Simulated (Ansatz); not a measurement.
# Energy profile

The step: GeH₄S ([SH2][GeH2]) → GeH₂S ([SH][GeH]) + H₂; bonds formed: H2–H4; bonds broken: Ge1–H4, H2–S3 (atoms numbered as in the saddle structure below).

```
6
angstrom
Ge -0.2805 -0.7323 -1.1247
H 0.3927 0.7884 -0.2095
S 1.2722 -0.2433 0.7597
H -0.2351 0.9935 -1.0447
H -1.5073 -0.6718 -0.1163
H 0.3580 -0.1344 1.7356
```

Electronic energies by CCSD(T) at an estimated basis limit (MP2 extrapolated from triple and quadruple zeta, plus CCSD(T) − MP2 in triple zeta), on PBE0-D4/def2-TZVP structures; GeH$_{4}$S, closed shell; no counterpoise correction. Computed with Ansatz 0.2.0 (basis: def2-TZVPP and def2-QZVPP); correlated methods freeze the cores. Filled d shells of the heavier atoms are correlated. The def2 sets are not built for correlating such inner shells, so the correlated values are less sure here. Extrapolation: Hartree–Fock as exp(−7.88 √X), correlation as X^−2.97.

Problem. Give the profile in eV, counted from the start structure. (To be estimated.)

Solution. The calculation gives:
| point | eV |
| --- | --- |
| start structure | 0.000 |
| saddle | 0.639 |
| end structure | -0.373 |
| separated: GeH$_{2}$S (linked as [SH][GeH]; Ge1, S3, H5, H6; singlet) + H$_{2}$ (H2, H4; singlet) | -0.338 |

The T1 diagnostic stays at or below 0.015.

For scale, one of the runs: CCSD(T)/def2-TZVPP, 146 basis functions, launched by `ansatz run in.yaml --threads 2 --pin off --events-out ev --progress --plain --max-ram 4352MiB`. Time: 13 s of wall clock on 2 CPU threads of an Arm Neoverse V2; the host was shared. Peak host memory: 0.83 GiB.
